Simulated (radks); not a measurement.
The numbers below are computed, except where a source is named.
Charge is removed step by step from the 2p3/2 level of neutral indium, starting from [He] 2s2 2p(1/2: 2, 3/2: 4) 3s2 3p6 3d10 4s2 4p6 4d10 5s2 5p1. Code: a radial shooting solver on a logarithmic mesh with Libxc functionals. Model: Dirac Kohn-Sham, PBE, spin-unpolarised, spherical densities, point nucleus; open shells fill j = l - 1/2 first.

removed (e)	E - E(0) (eV)	eigenvalue (eV)	E minus straight line (eV)
0	0.000	-3660.6	0.000
0.125	458.59	-3676.9	-7.211
0.25	919.23	-3693.3	-12.381
0.375	1381.9	-3709.7	-15.500
0.5	1846.7	-3726.3	-16.558
0.625	2313.5	-3742.8	-15.546
0.75	2782.4	-3759.5	-12.454
0.875	3253.4	-3776.3	-7.275
1	3726.4	-3793.1	0.000

Removing the whole electron costs 3726.4 eV by Delta-SCF, against 3660.6 eV from minus the eigenvalue at the starting occupation. Slater's transition state (half an electron removed) gives 3726.3 eV. Integrating minus the eigenvalue over the occupation (Janak's theorem) gives 3726.4 eV. The mean slope of the eigenvalue, de/dn, is 132 eV per electron.
